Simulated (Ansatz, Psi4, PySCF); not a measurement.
zinc atom (Zn), singlet. Base run: PySCF with B3LYP/6-31G*.

Input for PySCF:
```python
from pyscf import gto, scf, dft

mol = gto.M(
    atom='''
Zn    0.00000000    0.00000000    0.00000000
''',
    basis='6-31g*',
    verbose=4,
)

mf = dft.RKS(mol)
mf.xc = 'b3lyp'
mf.kernel()
```

The same geometry, method and basis name were run in Ansatz (a first-principles code) and Psi4 and PySCF, at each program's defaults and at the settings that a row names. The base is PySCF at its defaults. Differences at the defaults can come from grids, fitting, cores and function types together.

```csv
code and settings,ΔE vs base (mEh),basis functions,E (Eh),SCF cycles
"PySCF, defaults (exact integrals, its default grid, spherical functions)",0.000,34,-1779.08722,5
"Psi4, defaults (density fitting with its default set, its default grid, Cartesian functions)",-3.516,39,-1779.09074,8
"Ansatz, defaults (factorised integrals, its default grid, Cartesian functions)",-2.951,36,-1779.09017,-
"PySCF, density fitting with def2-universal-jkfit",-0.023,34,-1779.08724,5
"PySCF, fine grid",0.000,34,-1779.08722,5
"Psi4, exact integrals, spherical functions, fine grid",0.001,34,-1779.08722,10
"Ansatz, high accuracy, Cartesian functions as the basis file defines them",-2.951,36,-1779.09017,-
```
